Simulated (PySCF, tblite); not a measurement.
Species: silicon chloride cation, SiCl (charge +1 and singlet state).
Cartesian coordinates in Å at the GFN2-xTB level; atoms count from 1:
```
atom  x, y, z in Å
Si1    0.9613   -0.0027   -0.0030
Cl2   -0.9586    0.0040   -0.0111
```

Structure optimised with GFN2-xTB, isolated species.

Take the most abundant isotopes and a rigid rotor. 

What are the moment of inertia and the rotational constant?

I = 57.290 u·Å², B = 505379 MHz·u·Å²/I = 8821 MHz (0.2942 cm⁻¹, or 0.423 K as hB/k). For two atoms I = μr² with μ = 15.5423 u and r = 1.9199 Å.

List the first levels of a rigid rotor in a Σ state.

E(J) = BJ(J+1): J = 1: 0.588, J = 2: 1.765, J = 3: 3.531, J = 4: 5.885, J = 5: 8.827, J = 6: 12.358 cm⁻¹.

Its GFN2-xTB frequencies are all real (lowest 682 cm⁻¹). Constants of a rigid frame at the computed geometry: no zero-point averaging, no centrifugal distortion.

***

SeF₆.
SMILES: `F[Se](F)(F)(F)(F)F`

Theory: PBE0-D3(BJ)/def2-SVP geometry optimisation, gas phase (PySCF).

Take the most abundant isotopes and a rigid rotor. 

(1) What are A, B and C (MHz)?

(2) What kind of rotor is it?

Results:

(1) Ia = 220.39, Ib = 220.61, Ic = 220.79 u·Å²; 505379 MHz·u·Å²/I gives A = 2293, B = 2291, C = 2289 MHz.

(2) A spherical top, as the point group Oh requires three equal moments; the computed ones differ by 0.18 % because the geometry is symmetric only within the optimiser's tolerance.

The point group Oh allows no dipole (computed: 0.01 D), so a rigid rotor has no electric-dipole lines.

No PBE0-D3(BJ)/def2-SVP frequencies stand behind this structure, so it isn't proved a minimum. Constants of a rigid frame at the computed geometry: no zero-point averaging, no centrifugal distortion.
